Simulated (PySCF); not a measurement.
A calculated (PBEsol, PySCF 2.14, x2c-TZVPPall with one added diffuse shell each of s, p, d, f type, the spin-free X2C one-electron Hamiltonian (Gaussian nucleus)) atom or ion has these occupied shells.

```tsv
shell	electrons	orbital energy (eV)	rms radius, mean of both spins (bohr)
1s α	1	-71386.1	0.0204
1s β	1	-71386.1	0.0204
2s α	1	-12379.6	0.0824
2s β	1	-12379.3	0.0824
2p α	3	-10846.0	0.0750
2p β	3	-10845.8	0.0750
3s α	1	-2868.6	0.211
3s β	1	-2868.5	0.211
3p α	3	-2413.9	0.212
3p β	3	-2413.8	0.212
3d α	5	-1879.4	0.194
3d β	5	-1879.2	0.194
4s α	1	-599.24	0.468
4s β	1	-599.00	0.468
4p α	3	-449.18	0.499
4p β	3	-448.94	0.499
4d α	5	-256.08	0.538
4d β	5	-255.81	0.538
5s α	1	-86.996	1.10
5s β	1	-84.891	1.10
5p α	3	-49.512	1.28
5p β	3	-46.741	1.28
4f α	7	-43.909	0.648
4f β	7	-43.395	0.648
6s α	1	-7.938	2.78
5d α	5	-7.874	2.16
6p α	1	-2.524	4.55
```

Q: Name the element and its charge.

A: Re (rhenium, neutral), in [Xe] 4f14 5d5 6s1 6p1, high-spin 8P determinant (an excited configuration).
